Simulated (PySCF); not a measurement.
**N⁺: ionisation energy**

N⁺ [He] 2s2 2p2 (3P) → N²⁺ [He] 2s2 2p1 (2P), as a difference of total energies. Computed with PySCF 2.14 in aug-cc-pVQZ-DK (6s5p4d3f2g, 80 functions), with scalar relativity by spin-free X2C-1e. Correlated levels: valence: 1s2 frozen. The calculations carry no spin-orbit coupling.

```json
{"method": "UHF", "ionisation energy (eV)": "29.199"}
{"method": "LDA", "ionisation energy (eV)": "30.052"}
{"method": "PBE", "ionisation energy (eV)": "29.894"}
{"method": "PBE0", "ionisation energy (eV)": "29.904"}
{"method": "r2SCAN", "ionisation energy (eV)": "30.128"}
{"method": "r2SCANh", "ionisation energy (eV)": "30.107"}
{"method": "B3LYP", "ionisation energy (eV)": "29.995"}
{"method": "TPSS", "ionisation energy (eV)": "29.836"}
{"method": "PW91", "ionisation energy (eV)": "29.999"}
{"method": "MP2 (valence)", "ionisation energy (eV)": "29.659"}
{"method": "SCS-MP2 (valence)", "ionisation energy (eV)": "29.516"}
```

Task: How much does correlation contribute at MP2 (valence)?

Result: 29.659 − (29.199) = 0.460 eV, measured against UHF.

Errors of the correlated levels include the incompleteness of this basis and the frozen core.

For comparison: 29.601 eV (semi-empirical (NIST evaluation); NIST Atomic Spectra Database, ionization energies).
